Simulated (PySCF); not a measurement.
## A thermochemical cycle for IF

PBE in PySCF with x2c-SVPall on every atom, spin-free X2C, for the lowest determinant that a PBE0 search found; no spin–orbit coupling. IF, a singlet (closed shell), has De = 3.16 eV to neutral atoms, and IF⁺, a doublet (π ↑), has De = 3.12 eV to I⁺ + F.

At the same level the I atom ionises at 10.46 eV.

What is the adiabatic ionisation energy of the molecule, and does ionisation strengthen or weaken the bond?

IE = IE(I) + De(neutral) − De(ion) = 10.46 + 3.16 − 3.12 = 10.50 eV. De changes by -0.04 eV, so ionisation hardly changes the bond energy.

These are scalar-relativistic numbers at best; spin–orbit coupling would shift them, the dissociation energy most. For an ion De counts to the pair picked by the measured ionisation energies or electron affinities, which need not be the lowest pair at this level. States were picked by a PBE0 search and need not be the measured ground states.
